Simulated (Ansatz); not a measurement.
Reactions of ClH5NOSbSi (`N[Si](O)(Cl)[SbH2]`).

Program: Ansatz. Geometries: PBE0-D4/def2-TZVP. ΔE: electronic, gas phase. CCSD(T)/CBS is the MP2 limit (def2-TZVPP, def2-QZVPP) plus CCSD(T) − MP2 in def2-TZVPP, frozen cores. This one scheme is used for every species, atoms too. DFT in def2-TZVPP. No spin–orbit coupling; open shells (•) take unrestricted orbitals. Spin–orbit coupling would lower the free atoms: a little for Cl, O, Si. def2 core potentials past Kr. For Sb outer-core shells are correlated without core-valence functions, so the limit isn't a true one: a few kJ/mol of doubt a bond, and 10 to 20 or more in all where bonds break to atoms. One conformer a species, not always the lowest.

| reaction | B2PLYP (kJ/mol) | PBE0-D4 (kJ/mol) | ωB97X-V (kJ/mol) | HF/CBS(def2) (kJ/mol) |
| --- | --- | --- | --- | --- |
| `N[Si](O)(Cl)[SbH2]` + `C=N[SiH2]C` → `C[Si](N)(O)Cl` + `C=N[SiH2][SbH2]` | -15 | -17 | -15 | -15 |
| `N[Si](O)(Cl)[SbH2]` → `[SbH2]`• + `N[Si](O)Cl`• | 243 | 255 | 265 | 157 |
| `N[Si](O)(Cl)[SbH2]` → `N[Si]O` + `[Cl][SbH2]` | 201 | 229 | 220 | 188 |
| `N[Si](O)(Cl)[SbH2]` + `C[C@@H]1O[C@H]1F` → `C[C@H]1O[C@@H]1[SbH2]` + `N[Si](O)(F)Cl` | -147 | -127 | -137 | -155 |
| `N[Si](O)(Cl)[SbH2]` + HCl → `N[Si](O)(Cl)Cl` + stibine | -77 | -68 | -78 | -94 |
| `N[Si](O)(Cl)[SbH2]` → Cl• + 5 H• + N• + O• + Sb• + Si• | 3178 | 3206 | 3265 | 2173 |
| `N[Si](O)(Cl)[SbH2]` + ethane → `CC[Si](N)(O)Cl` + stibine | 27 | 30 | 21 | 19 |
| `N[Si](O)(Cl)[SbH2]` + `CCB(O)O` → `CC[Si](N)(O)Cl` + `O[B](O)[SbH2]` | 38 | 42 | 37 | 37 |
| `N[Si](O)(Cl)[SbH2]` + CH₃SH → `C[S][SbH2]` + `N[SiH](O)Cl` | -16 | -7 | -12 | -27 |
| `N[Si](O)(Cl)[SbH2]` + H₂ → `N[SiH](O)Cl` + stibine | 0 | 14 | 3 | -30 |

**Question.** Give the CCSD(T)/CBS values in the same order. (An estimate is asked.)

**Answer.** Computed: -15, 272, 219, -152, -69, 3250, 29, 39, -13, 13 kJ/mol.

Largest T1 diagnostic: 0.014, for `C=N[SiH2][SbH2]`.
